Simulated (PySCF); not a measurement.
The dipole of `FC(F)[Si@@H]1C[C@H](C[SiH3])[SiH2]1` from its density and from atomic charges.

Coordinates (GFN2-xTB, Å) and charges (e) from the PBE0/pcSseg-1 density (PySCF):

```tsv
atom	x	y	z	Mulliken	IAO	Hirshfeld	ESP-fitted
F1	4.446	0.401	-0.213	-0.3102	-0.3070	-0.1197	-0.2265
C2	3.187	0.827	-0.520	+0.2667	+0.1965	+0.0556	+0.3032
F3	2.880	1.785	0.403	-0.3151	-0.3098	-0.1173	-0.2336
Si4	1.935	-0.656	-0.399	+0.4299	+0.5695	+0.2589	+0.0783
C5	0.156	-0.087	-0.853	-0.4790	-0.5368	-0.1647	-0.3154
C6	-0.632	-0.686	0.339	-0.5531	-0.3396	-0.1032	+0.0882
C7	-1.803	0.179	0.791	-0.4550	-0.5228	-0.1567	-0.4080
Si8	-3.117	0.458	-0.559	+0.4905	+0.5908	+0.3109	+0.4222
Si9	0.805	-0.988	1.609	+0.4296	+0.4401	+0.2516	+0.2669
H10	3.255	1.334	-1.493	+0.1108	+0.1421	+0.0442	+0.0754
H11	2.539	-1.642	-1.308	-0.0387	-0.0933	-0.0694	-0.0367
H12	0.074	1.001	-0.832	+0.1514	+0.1466	+0.0384	+0.1090
H13	-0.239	-0.412	-1.813	+0.1614	+0.1475	+0.0363	+0.1001
H14	-1.030	-1.658	0.030	+0.1561	+0.1370	+0.0344	+0.0484
H15	-1.422	1.141	1.142	+0.1453	+0.1411	+0.0380	+0.1210
H16	-2.277	-0.295	1.655	+0.1489	+0.1451	+0.0397	+0.1072
H17	-3.500	-0.842	-1.117	-0.0853	-0.1228	-0.0791	-0.1118
H18	-4.287	1.108	0.035	-0.0846	-0.1160	-0.0791	-0.1110
H19	-2.598	1.312	-1.630	-0.0829	-0.1208	-0.0782	-0.1168
H20	0.872	0.036	2.658	-0.0351	-0.0875	-0.0642	-0.0608
H21	0.748	-2.298	2.268	-0.0516	-0.0998	-0.0761	-0.0993
```

**Question.** Compute μ = Σ q r for each scheme (1 e·Å = 4.803 D) and compare with the dipole of the full density.

**Answer.** The full density gives (-1.48, -0.87, -0.74) D, 1.87 D in size; dipole vectors point from the negative to the positive end.

```json
{"scheme": "Mulliken", "μx": "-1.71", "μy": "-2.22", "μz": "-0.93", "size (D)": "2.95", "share of the full size (%)": "158", "angle to the full dipole (°)": "21"}
{"scheme": "IAO", "μx": "-1.55", "μy": "-2.42", "μz": "-1.37", "size (D)": "3.18", "share of the full size (%)": "170", "angle to the full dipole (°)": "24"}
{"scheme": "Hirshfeld", "μx": "-0.71", "μy": "-1.01", "μz": "-0.17", "size (D)": "1.25", "share of the full size (%)": "67", "angle to the full dipole (°)": "28"}
{"scheme": "ESP-fitted", "μx": "-1.53", "μy": "-0.89", "μz": "-0.77", "size (D)": "1.93", "share of the full size (%)": "103", "angle to the full dipole (°)": "0"}
```

**Question.** Which set comes closest?

**Answer.** Length of the difference vector: ESP-fitted 0.06 D, Hirshfeld 0.97 D, Mulliken 1.38 D, IAO 1.67 D. Closest: ESP-fitted. 

**Question.** What is left for the Hirshfeld atoms' own dipoles?

**Answer.** The shares of the density sum to the whole, so what Σ q r misses lies in dipoles about the nuclei. The atomic dipoles sum to (-1.48, -0.87, -0.74) − (-0.71, -1.01, -0.17) = (-0.77, 0.14, -0.57) D, 0.97 D in size.

**Question.** With the origin at the mean of the coordinates, (0.000, 0.001, 0.009) Å, which are the largest single terms, by size, of the Hirshfeld dipole along the direction of the full one?

**Answer.** Si8 +3.70, F1 +2.08, F3 +1.84, H17 -1.37, Si4 -1.32 D; all 21 atoms together +1.10 D. The single terms depend on the origin, their sum doesn't.

**Question.** Give the size of the full dipole in other units.

**Answer.** 1.87 D = 0.736 au = 0.390 e·Å = 6.24 × 10⁻³⁰ C·m.

The structure is a single GFN2-xTB conformer in the gas phase; no vibrational or solvent corrections.

These values come from a run that also computed NMR shieldings. On an Intel Xeon Platinum 8488C with one thread, shared host, this took 52 s of wall time and 1.1 GiB of memory at its peak.

Conformer computed: `[F:1][CH:2]([F:3])[Si@@H:4]1[CH2:5][C@H:6]([CH2:7][SiH3:8])[SiH2:9]1`: F1–C2–Si4–C5 -179°, C5–C6–C7–Si8 61°.
